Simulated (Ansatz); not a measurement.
Reaction (cleavage of the Si–Ga bond): `N=C=[CH][GaH][SiH3]` + `N=C(O)CO` → `OC/C(O)=N\[SiH3]` + `N=C=[CH][GaH2]`

Program: Ansatz. Geometries: PBE0-D4/def2-TZVP. ΔE: electronic, gas phase. CCSD(T)/CBS is the MP2 limit (def2-TZVPP, def2-QZVPP) plus CCSD(T) − MP2 in def2-TZVPP, frozen cores. DFT in def2-TZVPP. For Ga outer-core shells are correlated without core-valence functions, which leaves a few kJ/mol of doubt a bond. Scalar relativity is left out up to krypton. Each species was taken in one conformer, which may not be the lowest.

| level | ΔE (kcal/mol) |
| --- | --- |
| B2PLYP | -7.2 |
| PBE0 | -4.3 |
| MP2/def2-TZVPP | -8.1 |
| SCS-MP2/def2-TZVPP | -8.2 |

Problem. What does CCSD(T)/CBS give? (Best estimate.)

Solution. Computed: -6.0 kcal/mol. The listed levels differ from it by -1.2, 1.7, -2.1, -2.2 kcal/mol.

Largest T1 diagnostic among the species: 0.015.

From PBE to PBE0 (25 % exact exchange), in def2-TZVPP and without D4, ΔE moves by −1.1 kcal/mol. In def2-TZVPP, CCSD(T) changes the Hartree–Fock value by +3.8 kcal/mol (the triples alone add +0.2 kcal/mol) and MP2 by +1.7 kcal/mol.

CCSD(T)/CBS has its own doubt, a few kJ/mol and more with outer-core shells, so smaller differences from it don't rank the levels.
